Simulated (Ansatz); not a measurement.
Two isomers of C2H7NSi: A = `CN1C[SiH2]1`, B = `N/C=C/[SiH3]`.

Calculated with Ansatz (gas phase, PBE0-D4/def2-TZVP geometries, no zero-point term in ΔE). CCSD(T)/CBS is the MP2 limit (def2-TZVPP, def2-QZVPP) plus CCSD(T) − MP2 in def2-TZVPP, frozen cores. DFT in def2-TZVPP. B3LYP here is the variant with VWN-RPA as its local correlation; programs differ in this. Each species was taken in one conformer, which may not be the lowest.

A:

```xyz
11

C    -1.4013   -0.0041    0.5710
N    -0.3405   -0.1444   -0.3862
C     0.8930   -0.8786   -0.0407
Si    1.0314    0.7698   -0.8346
H    -1.9380   -0.9519    0.6873
H    -2.1160    0.7443    0.2214
H    -1.0459    0.3025    1.5669
H     1.1392   -0.9232    1.0252
H     1.0372   -1.8295   -0.5505
H     1.4931    1.8946    0.0162
H     1.2479    1.0205   -2.2760
```

B:

```xyz
11

N     1.4888   -1.5756   -0.4604
C     0.5995   -0.5373   -0.4873
C    -0.1171   -0.0636    0.5447
Si   -1.3451    1.2849    0.3344
H     1.8077   -1.8973    0.4378
H     2.1681   -1.6350   -1.1973
H     0.4652   -0.1144   -1.4807
H     0.0398   -0.5100    1.5263
H    -2.7304    0.8631    0.6908
H    -1.3380    1.7140   -1.0930
H    -1.0384    2.4712    1.1845
```

Q: Which is lower in electronic energy at CCSD(T)/CBS, and by how much? (Best estimate.)

A: Ansatz gave: B, by 17.0 kcal/mol.

Q: Give E(B) − E(A) in kcal/mol with MP2/def2-TZVPP, HF/def2-TZVPP, B3LYP, LDA (SPW92), PBE-D4, PBE0-D4, B3LYP-D4. (An estimate is asked.)

A: Ansatz gave: MP2/def2-TZVPP -15.5, HF/def2-TZVPP -22.8, B3LYP -19.6, LDA (SPW92) -14.6, PBE-D4 -16.5, PBE0-D4 -16.2, B3LYP-D4 -19.1. None reverses the order clearly.

Q: Does the order hold for the free energy at 298.15 K (harmonic terms from PBE0-D4)? (Estimate.)

A: Ansatz gave: Yes: G(B) − G(A) = -18.7 kcal/mol, for one conformer each.

Largest T1 diagnostic: 0.012.

Leaving LDA and LC-ωPBE aside and taking each functional with its dispersion term where it has one, the values, not all of them listed here, spread over 3.8 kcal/mol, from BLYP-D4 to PBE-QIDH. LDA lies +2.1 kcal/mol from PBE without D4. In def2-TZVPP, CCSD(T) changes the Hartree–Fock value by +5.8 kcal/mol (the triples alone add +0.2 kcal/mol) and MP2 by +7.3 kcal/mol.
